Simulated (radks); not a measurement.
The nuclear charge of neutral zirconium is varied continuously with 40 electrons held in [Kr] 4d2 5s2. All-electron calculation, scalar-relativistic Kohn-Sham, LDA (Slater exchange, Perdew-Wang correlation), spin-unpolarised, spherical densities, finite nucleus; Fermi nuclear charge, rms radius 4.2694 fm. Program: a radial shooting solver on a logarithmic mesh with Libxc functionals. By the Hellmann-Feynman theorem dE/dZ = E(electron-nucleus)/Z, the electronic potential at the nucleus (averaged over a nucleus of fixed radius). The scalar-relativistic energy here is not variational (the density holds large components alone), so the two differ by a part that grows with Z.

Z      E (hartree)  E(electron-nucleus)/Z (hartree)  HOMO  e(HOMO) (eV)  <r> HOMO (bohr)
39.75  -3540.55621                         -214.634    4d        -1.763            2.492
40     -3594.55607                         -216.478    4d        -3.735            2.296
40.25  -3649.01913                         -218.319    4d        -5.965            2.148
40.5   -3703.94468                         -220.158    5s        -7.976            3.378
40.75  -3759.33231                         -221.995    5s        -9.867            3.245
41     -3815.18175                         -223.831    5s       -11.876            3.126

The central difference of E at Z = 40 is -216.926 hartree, to compare with the third column; the second derivative is -7.41 hartree.
